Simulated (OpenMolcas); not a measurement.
Cu2+ (d9) on a cation site of an ionic host was computed by CASSCF with the d shell active (OpenMolcas, ANO-RCC-VDZP on the metal). Its lowest spin-free states, and all those of the highest spin:

```tsv
2S+1	Degeneracy	E (cm-1)
2	2	0.0
2	3	7197
```

Problem. Is the site octahedral, tetrahedral or cube-like, axial, or of lower symmetry?

Solution. The states with 2S+1 = 2 have orbital degeneracies 2, 3. Threefold states need a cubic site. For d9 at this spin an octahedron puts the twofold E below the threefold T2 and a tetrahedron or cube puts the threefold T2 below the twofold E, so the site is octahedral. The first gap at this spin, 7200 cm-1, is |10Dq| in ligand-field theory. The run had Cu2+ with its 6 nearest oxide ions at 2.108 Å, on the Mg site of MgO (a = 4.2112 Å, distance in the model lattice 2.106 Å). The rest of the host is ab initio model potentials to 7.6 Å, with orthogonalisation functions on the cations behind the ligands, and point charges beyond; the distance is set by hand and nothing relaxes. Ligand basis ANO-RCC-VDZP.

An orbital doublet at a regular site is open to a Jahn-Teller distortion, which this geometry leaves out. Ligand-to-metal charge-transfer states are missing. With metal d orbitals alone and no dynamic correlation 10Dq can be off by a tenth to a fifth, either way, in oxide and fluoride hosts. No measured value stands beside these numbers; the geometry was set by hand and not optimised.
